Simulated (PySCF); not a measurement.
From one molecule to another.

First species: C₇H₁₀OS.
Geometry (PBE0-D3(BJ)/def2-SVP, Å), atoms numbered from 1 in this order:
```
atom  x, y, z in Å
C1    -1.2232    0.5950    1.4134
C2    -1.1207   -0.0464    0.0401
C3    -2.2351    0.3817   -0.8909
O4     0.0911    0.3219   -0.6049
C5     1.2567   -0.1945   -0.1715
C6     1.4310   -1.2982    0.7249
C7     2.7534   -1.5910    0.9330
S8     3.7867   -0.5487    0.0522
C9     2.4587    0.3134   -0.6098
H10   -0.3853    0.2991    2.0611
H11   -1.2104    1.6916    1.3183
H12   -2.1599    0.2990    1.9091
H13   -1.1504   -1.1478    0.1421
H14   -2.2153    1.4735   -1.0288
H15   -2.1161   -0.0915   -1.8757
H16   -3.2145    0.0990   -0.4787
H17    0.6210   -1.8537    1.1962
H18    3.1687   -2.3754    1.5640
H19    2.6008    1.1467   -1.2942
```

Second species: C6H4NS (charge +1).
SMILES with atom numbers: `[N:1]#[C:2][c:3]1[cH:4][cH:5][cH:6][cH:7][s+:8]1` (hydrogens: H9 on C4; H10 on C5; H11 on C6; H12 on C7)

Levels: CAM-B3LYP/def2-SVPD for HOMO energy, LUMO energy, HOMO–LUMO gap, static isotropic polarisability and electronic spatial extent ⟨r²⟩ about the centre of nuclear charge; TDDFT CAM-B3LYP/def2-SVPD for lowest singlet excitation; PBE0-D3(BJ)/def2-SVP for rotational constant A and rotational constant C. Geometries: PBE0-D3(BJ)/def2-SVP. Each species is one conformer at its optimised geometry, gas phase, non-relativistic unless stated; the electronic structure was computed with PySCF and density fitting.

The conformers computed, where there is a choice (atom-mapped SMILES and torsion angles):
- `[CH3:1][CH:2]([CH3:3])[O:4][c:5]1[cH:6][cH:7][s:8][cH:9]1`: C1–C2–O4–C5 72°, C2–O4–C5–C6 13°

Values for the first species:

```
HOMO energy                                                       : -7.36 eV
LUMO energy                                                       : 0.72 eV
HOMO–LUMO gap                                                     : 8.08 eV
Lowest singlet excitation                                         : 5.19 eV
Static isotropic polarisability                                   : 105.1 au
Electronic spatial extent ⟨r²⟩ about the centre of nuclear charge : 1732 bohr²
Rotational constant A                                             : 3.890 GHz
Rotational constant C                                             : 0.670 GHz
```

Q: Estimate the same properties for the second species, and the change in each.

A: 
```json
{"property": "HOMO energy", "first": "-7.36 eV", "second": "-14.81 eV", "second less first": "-7.45 eV"}
{"property": "LUMO energy", "first": "0.72 eV", "second": "-7.65 eV", "second less first": "-8.37 eV"}
{"property": "HOMO–LUMO gap", "first": "8.08 eV", "second": "7.16 eV", "second less first": "-0.92 eV"}
{"property": "lowest singlet excitation", "first": "5.19 eV", "second": "4.41 eV", "second less first": "-0.78 eV"}
{"property": "static isotropic polarisability", "first": "105.1 au", "second": "85.9 au", "second less first": "-19.2 au"}
{"property": "electronic spatial extent ⟨r²⟩ about the centre of nuclear charge", "first": "1732 bohr²", "second": "1019 bohr²", "second less first": "-713 bohr²"}
{"property": "rotational constant A", "first": "3.890 GHz", "second": "3.777 GHz", "second less first": "-0.113 GHz"}
{"property": "rotational constant C", "first": "0.670 GHz", "second": "1.050 GHz", "second less first": "+0.380 GHz"}
```

On the first: The polarisability is 15.57 Å³ as a volume (1 au = 0.148185 Å³), or 1.38 au for each of the 76 electrons. The principal polarisabilities are 78.1, 100.7 and 136.4 au; their mean is the isotropic value.

On the second: The polarisability is 12.73 Å³ as a volume (1 au = 0.148185 Å³), or 1.39 au for each of the 62 electrons. The principal polarisabilities are 46.7, 87.0 and 124.0 au; their mean is the isotropic value.
